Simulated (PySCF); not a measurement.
**Fractional electron number in Ni+ (nickel, charge +1)**

The 3d beta orbital of [Ar] 3d9 is emptied in steps (occupation f), with all orbitals relaxed, ending at [Ar] 3d8. Computed with PySCF 2.14 in aug-cc-pVDZ, with no relativity, point nucleus. The exact energy is a straight line in f; departures are measured from the line between the end points of the same method.

```
   f  MN15 (eV)
   1      0.000
0.75     -0.696
 0.5     -0.953
0.25     -0.730
   0      0.000
```

Problem. For MN15, how does the orbital energy at f = 1 compare with the removal energy?

Solution. −ε = 15.338 eV against a total-energy difference of 18.933 eV. By Janak's theorem ε = ∂E/∂f, so the gap between them reflects the curvature. Along the path −ε is 16.997 (f = 0.75), 18.843 (f = 0.5), 20.823 (f = 0.25) eV.

Reference removal energy between the ground levels: 18.169 eV (measured; NIST Atomic Spectra Database, ionization energies). The calculation has no spin-orbit coupling. The determinant left behind need not be the lowest term of the ion.
